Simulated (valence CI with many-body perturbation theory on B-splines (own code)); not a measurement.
# Energy levels of Tm XLVIII

Method: relativistic CI+MBPT: four valence electrons over a frozen Dirac-Fock core [Ar], a basis of 9 s, 9 p, 10 d, 8 f, 5 g, 3 h, 1 i functions for each j, with the one-electron correlation potential Σ1, the two-electron term Σ2, the three-electron term Σ3, Breit, model QED; selected CI, second order for the rest (own B-spline code, finite nucleus).

The last digits are not significant, and no measured levels were compared; by estimate large intervals hold to a few tenths of a per cent, small ones and those within an open d or f shell to about a per cent. The list stops below the first excitations out of the core. Only levels of the ground parity were solved; by the run's estimate the other parity begins above the list, which can be wrong where configurations are misplaced.

Levels 1 to 32 of 32, with energies above the lowest level, (3d3/2^4) J=0. "Leading %" is the weight of the configuration and term that name the level; weights of strongly mixed levels are sums over their largest components and can fall short. In the jj column 3d3/2^4 stands for four electrons in 3d with j = 3/2. Lifetimes count E1, E2, E3, M1 and M2 decay at the calculated energies, and are blank where another channel may lead or the interval is too uncertain; long ones can be off by a factor of two.

```
No.  Configuration  Term  J  E (cm⁻¹)  Leading %      g  Lifetime               Leading jj
  1            3d4    3P  0         0         59                            3d3/2^4 (98 %)
  2            3d4    5D  1    355610         59  1.491    881 ns     3d3/2^3 3d5/2 (99 %)
  3            3d4    3F  4    445050         29  1.069               3d3/2^3 3d5/2 (98 %)
  4            3d4    5D  2    461050         39  1.221   48.6 μs     3d3/2^3 3d5/2 (92 %)
  5            3d4    3F  3    487950         30  1.134               3d3/2^3 3d5/2 (94 %)
  6            3d4    5D  0    775910         66           330 ns   3d3/2^2 3d5/2^2 (98 %)
  7            3d4    5D  2    785510         48  1.238    486 ns   3d3/2^2 3d5/2^2 (93 %)
  8            3d4    3H  4    797180         40  1.145    860 ns   3d3/2^2 3d5/2^2 (97 %)
  9            3d4    5D  3    812030         48  1.161    872 ns   3d3/2^2 3d5/2^2 (92 %)
 10            3d4    3H  5    841480         67  1.078   1.71 μs  3d3/2^2 3d5/2^2 (100 %)
 11            3d4    1I  6    863060         52  1.071   9.80 ms   3d3/2^2 3d5/2^2 (99 %)
 12            3d4    3P  1    874530         42  1.095    804 ns   3d3/2^2 3d5/2^2 (95 %)
 13            3d4    3F  3    902820         44  1.077   1.20 μs   3d3/2^2 3d5/2^2 (97 %)
 14            3d4    3G  4    903280         56  1.028   4.29 μs   3d3/2^2 3d5/2^2 (98 %)
 15            3d4    3D  2    916590         32  1.086   2.82 μs   3d3/2^2 3d5/2^2 (97 %)
 16            3d4    3F  2   1008400         49  0.979    598 ns   3d3/2^2 3d5/2^2 (96 %)
 17            3d4    3F  4   1046700         65  1.190   2.04 μs   3d3/2^2 3d5/2^2 (94 %)
 18            3d4    1D  2   1135700         38  1.151   7.53 μs   3d3/2^2 3d5/2^2 (92 %)
 19            3d4    5D  4   1223600         34  1.150    383 ns     3d3/2 3d5/2^3 (93 %)
 20            3d4    3F  3   1232200         44  1.177    339 ns     3d3/2 3d5/2^3 (97 %)
 21            3d4    3P  0   1236300         61          1.19 μs   3d3/2^2 3d5/2^2 (71 %)
 22            3d4    3D  1   1269800         52  0.967    267 ns     3d3/2 3d5/2^3 (97 %)
 23            3d4    3G  5   1274400         67  1.136    693 ns    3d3/2 3d5/2^3 (100 %)
 24            3d4    3H  6   1280200         52  1.076    819 ns     3d3/2 3d5/2^3 (99 %)
 25            3d4    3F  2   1336900         48  1.059    410 ns     3d3/2 3d5/2^3 (94 %)
 26            3d4    3D  3   1351800         37  1.088    569 ns     3d3/2 3d5/2^3 (98 %)
 27            3d4    1S  0   1419700         78           823 ns     3d3/2 3d5/2^3 (66 %)
 28            3d4    3F  3   1460900         65  1.055    675 ns    3d3/2 3d5/2^3 (100 %)
 29            3d4    3P  1   1464900         90  1.411    456 ns     3d3/2 3d5/2^3 (98 %)
 30            3d4    1G  4   1468000         67  1.044    548 ns     3d3/2 3d5/2^3 (96 %)
 31            3d4    1D  2   1499200         64  1.106    631 ns     3d3/2 3d5/2^3 (86 %)
 32            3d4    3F  4   1710600         47  1.157    258 ns           3d5/2^4 (97 %)
```

The ionisation energy to 3d3 4F_3/2 of the next ion comes out as 4076.1 eV (NIST: 4075 ± 4 eV (theoretical)). All 32 levels together are meant to be complete up to 1762700 cm⁻¹.
